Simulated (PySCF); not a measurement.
Molecular orbitals of SbO⁺

PW91 at R = 1.789 Å; PySCF, scalar-relativistic core potentials, basis sets Sb def2-SVPD with ECP28, O def2-SVPD. State: ¹Σ⁺ (singlet), closed shell. Only the outer orbitals are listed, counted within each symmetry, core potentials removing the inner ones.

```json
{"orbital": "5σ", "occ.": "2", "ε (eV)": "-30.22", "on Sb (%)": "7", "main shells (%)": "89 O s"}
{"orbital": "6σ", "occ.": "2", "ε (eV)": "-20.60", "on Sb (%)": "80", "main shells (%)": "77 Sb s, 12 O s, 9 O p"}
{"orbital": "7σ", "occ.": "2", "ε (eV)": "-15.33", "on Sb (%)": "37", "main shells (%)": "59 O p, 27 Sb p, 9 Sb s"}
{"orbital": "3π", "occ.": "2", "ε (eV)": "-15.24", "on Sb (%)": "23", "main shells (%)": "76 O p, 22 Sb p"}
{"orbital": "3π", "occ.": "2", "ε (eV)": "-15.24", "on Sb (%)": "23", "main shells (%)": "76 O p, 22 Sb p"}
{"orbital": "4π", "occ.": "0", "ε (eV)": "-11.37", "on Sb (%)": "80", "main shells (%)": "78 Sb p, 21 O p"}
{"orbital": "4π", "occ.": "0", "ε (eV)": "-11.37", "on Sb (%)": "80", "main shells (%)": "78 Sb p, 21 O p"}
{"orbital": "8σ", "occ.": "0", "ε (eV)": "-7.61", "on Sb (%)": "96", "main shells (%)": "74 Sb p, 15 Sb d, 13 O p"}
```

Problem. Which are the highest filled and the lowest empty level, where do they sit, and how wide is the gap?

Solution. Highest filled 3π at -15.24 eV (in %: 76 O p, 22 Sb p); lowest empty 4π at -11.37 eV (in %: 78 Sb p, 21 O p); the gap at PW91 is 3.87 eV.

The bond order (Mayer) is 2.09, the ⟨S²⟩ is 0.000 and the charge on Sb (Mulliken, basis-dependent) is 1.67. The charge on Sb (Löwdin, basis-dependent) is 1.69. The dipole moment (positive dipole points towards O; it is taken about the centre of mass and depends on that origin) is -3.28 D.

Spin–orbit coupling is left out.
